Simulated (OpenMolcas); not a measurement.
# Mn2+: effect of the metal basis

Mn2+ with its 6 nearest chloride ions at 2.671 Å, on the Na site of NaCl (a = 5.64056 Å, distance in the model lattice 2.820 Å). The rest of the host is ab initio model potentials to 7.6 Å and point charges beyond; the distance is set by hand and nothing relaxes, and no local charge compensation is placed.

```yaml
Program: OpenMolcas 26.06
Method: CASSCF
Spin-orbit_coupling: RASSI with atomic mean-field integrals over the reference wave functions
```

Fixed: ligand basis ANO-RCC-VDZP, active space 5 electrons in 5 orbitals (3d), DKH2 Hamiltonian.

States (labels of O, the rotations of Oh). Energies in cm-1 above the lowest state or level, χT in cm3 K/mol; 10Dq and B are least-squares fits to the states below 45000 cm-1, weighted by degeneracy, with a free offset, and given where the rms deviation is under 5 % of |10Dq| (or 100 cm-1) and under 700 cm-1.

```tsv
Run	Metal basis	Ground state	10Dq	B (rms of fit)	First gap with spin-orbit (degeneracies)	χT at 300 K	First state of another spin	Cost
A	ANO-RCC-VDZP	6A1	4003	1081 (33)	28924 (6, 2)	4.386	2S+1 = 4: 28959	roughly 70 core-seconds
B	ANO-RCC-VTZP	6A1	3971	1088 (39)	29236 (6, 2)	4.386	4T1 29271	roughly 80 core-seconds
```

Against A, |10Dq| changes by -0.8 % in B.

Costs are those of the RASSCF and RASSI steps.

Without dynamic correlation the repulsion within the d shell is too large (B by tens of per cent), so at a given field states of lower spin stand too high. Ligand-to-metal charge-transfer states are missing. With no ligand orbital active B as a rule stays too high, so bands that hang on it stand too high and its fall with covalency is understated. With metal d orbitals alone and no dynamic correlation the field as a rule comes out too small, by tens of per cent, by up to half for chloride and softer ligands. A group larger than the point group allows holds several states that coincide in this model. No measured value stands beside these numbers; the geometry was set by hand and not optimised.

A state without a sure symmetry label is named by its multiplicity alone.
